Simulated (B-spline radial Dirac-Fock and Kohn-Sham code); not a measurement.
**X-ray form factors of gold in several charge states**

Level of theory: Dirac-Fock densities; a radial finite-basis atomic code.

Configurations: Au⁴⁺ [Xe] 4f14 5d7; Au⁸⁺ [Xe] 4f14 5d3; Au⁹⁺ [Xe] 4f14 5d2; Au¹¹⁺ [Xe] 4f14; Au¹⁴⁺ [Kr] 4d10 4f14 5s2 5p3. The first column is f₀ of Au⁴⁺, the others are differences from it.

```tsv
s (Å⁻¹)	Au⁴⁺	Δ Au⁸⁺	Δ Au⁹⁺	Δ Au¹¹⁺	Δ Au¹⁴⁺
0	75.000	-4.000	-5.000	-7.000	-10.000
0.05	74.389	-3.805	-4.768	-6.700	-9.632
0.1	72.639	-3.270	-4.126	-5.868	-8.602
0.15	69.980	-2.519	-3.218	-4.676	-7.103
0.2	66.716	-1.707	-2.226	-3.346	-5.390
0.25	63.152	-0.968	-1.308	-2.083	-3.702
0.3	59.539	-0.386	-0.569	-1.027	-2.217
0.35	56.051	+0.011	-0.048	-0.246	-1.035
0.4	52.785	+0.238	+0.263	+0.256	-0.182
0.45	49.779	+0.331	+0.404	+0.520	+0.365
0.5	47.034	+0.332	+0.425	+0.602	+0.658
0.6	42.230	+0.208	+0.284	+0.459	+0.734
0.7	38.137	+0.064	+0.099	+0.194	+0.486
0.8	34.554	-0.028	-0.028	-0.011	+0.194
0.9	31.363	-0.065	-0.082	-0.114	-0.021
1	28.513	-0.065	-0.087	-0.136	-0.135
1.1	25.989	-0.049	-0.068	-0.113	-0.169
1.2	23.785	-0.028	-0.041	-0.074	-0.153
1.4	20.288	0.000	-0.001	-0.009	-0.073
1.6	17.821	+0.009	+0.011	+0.015	-0.011
```

Values without a named source are computed, but for edge energies of neutral atoms, which are taken from tables.
